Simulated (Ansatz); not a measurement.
`[CH2][N](C)[GaH2]` radical, 11 atoms. Charge 0, multiplicity 2. Correlated methods include outer-core shells of Ga, which these sets cover unevenly. Scalar relativity is left out up to krypton. All runs use 4 threads of an Intel Xeon 6975P-C on a shared host. Correlated methods freeze the cores. Open-shell runs search over several starts.

**Question.** Give the basis size and wall time and peak host memory of each of these runs in Ansatz. UKS PBE0-D4/def2-QZVPP energy; UHF-CCSD(T)/def2-SVP energy; UKS PBE0-D4/def2-TZVP frequencies; UKS PBE0-D4/def2-SVP energy; UKS B3LYP-D4/def2-TZVPP energy and forces; UKS PBE-QIDH (frozen core)/def2-TZVPP energy; UKS ωB97M-V/def2-QZVPP energy; UKS ωB97M-V/def2-SVP energy; UKS PBE0-D4/def2-TZVP relaxation (12 steps); UHF-MP2/def2-TZVPP energy; UHF-MP2/def2-QZVPP energy; direct RPA on PBE orbitals/def2-TZVPP energy. (An estimate is asked.)

**Answer.** The calculation gave: Other jobs shared the machine, so times are rough.

```csv
level,job,functions,wall time,peak host memory (GiB)
UKS PBE0-D4/def2-SVP,energy,109,1.3 s,0.34
UHF-MP2/def2-TZVPP,energy,239,3.6 s,0.68
UKS B3LYP-D4/def2-TZVPP,energy and forces,239,3.6 s,0.81
UKS ωB97M-V/def2-SVP,energy,109,4 s,0.57
UKS PBE-QIDH (frozen core)/def2-TZVPP,energy,239,5.5 s,0.76
direct RPA on PBE orbitals/def2-TZVPP,energy,239,6.5 s,0.8
UKS PBE0-D4/def2-QZVPP,energy,470,12 s,2.3
UHF-CCSD(T)/def2-SVP,energy,109,14 s,1.2
UKS ωB97M-V/def2-QZVPP,energy,470,22 s,3
UHF-MP2/def2-QZVPP,energy,470,29 s,3.2
UKS PBE0-D4/def2-TZVP,relaxation (12 steps),183,33 s,0.6
UKS PBE0-D4/def2-TZVP,frequencies,183,110 s,0.59
```

B3LYP here is the variant with VWN-RPA as its local correlation; programs differ in this.
